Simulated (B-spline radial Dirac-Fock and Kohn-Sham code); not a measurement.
# Scattering functions of Sm⁷⁺

System: samarium as Sm⁷⁺ in the configuration [Kr] 4d10 4f4 5s2 5p3.

Level of theory: Dirac-Fock densities; an atomic code on a B-spline grid. f₀ is the Fourier transform of the spherical electron density, S the Waller-Hartree incoherent function, and s = sin θ/λ.

```
s (Å⁻¹)      f₀       S
      0  55.000   0.000
   0.07  54.173   0.850
   0.08  53.927   1.097
   0.09  53.651   1.370
   0.11  53.017   1.984
   0.13  52.282   2.672
   0.16  51.017   3.802
   0.18  50.086   4.595
   0.22  48.071   6.212
   0.26  45.936   7.802
   0.31  43.229   9.689
   0.37  40.080  11.776
   0.44  36.687  13.987
   0.52  33.242  16.278
   0.62  29.543  18.879
   0.73  26.141  21.494
   0.87  22.683  24.540
   1.04  19.605  27.889
   1.23  17.221  31.153
   1.47  15.042  34.461
   1.74  12.956  37.260
   2.07  10.600  39.855
   2.46   8.301  42.255
```

f₀ starts at the number of electrons, 55, and has fallen to half at s ≈ 0.69 Å⁻¹. The sum of ⟨r²⟩ over the electrons is 23.35 bohr².

Values without a named source are computed, but for edge energies of neutral atoms, which are taken from tables.
